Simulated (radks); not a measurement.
Task: The mean radii <r> (bohr) of the occupied orbitals of an atom or ion are listed with their occupations. Method: scalar-relativistic Kohn-Sham, LB94 model potential, spin-unpolarised, spherical densities, finite nucleus; Fermi nuclear charge, rms radius of each element as measured or else 0.836 A^(1/3) + 0.57 fm; computed with a radial shooting solver on a logarithmic mesh with Libxc functionals.

| orbital | occ. | <r> |
|---|---|---|
| 1s | 2 | 0.06339 |
| 2s | 2 | 0.2918 |
| 2p | 6 | 0.2583 |
| 3s | 2 | 0.8503 |
| 3p | 6 | 0.8757 |

Name the element and its charge.

Result: Z = 24, chromium, charge +6: Cr6+ in [Ar]. The 1s radius gives Z: for a bare nucleus <r> = (2 gamma + 1)/(2Z) with gamma = sqrt(1 - (Z/c)^2), 0.06186 bohr for Z = 24, and screening makes it slightly larger (0.06339 here). The occupations add up to 18, and the charge is Z minus that.
